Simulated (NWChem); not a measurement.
Species: TeO, triplet; SMILES O=[Te]

All runs: NWChem. Spin-unrestricted. All runs use the structure optimised with PBE0/def2-SVP, spin-unrestricted. No stability test was run on the SCF state. def2 effective core potentials on Te; no spin-orbit coupling. Vertical excitations in the gas phase. Excited states of an open shell can be spin-contaminated.

Estimate the computed values for PBE0/def2-SVPD, TDA. Quantities: lowest excitation (eV); lowest empty minus highest occupied level, either spin (eV).


```yaml
lowest excitation (eV): 2.79
lowest empty minus highest occupied level, either spin (eV): 3.54
```
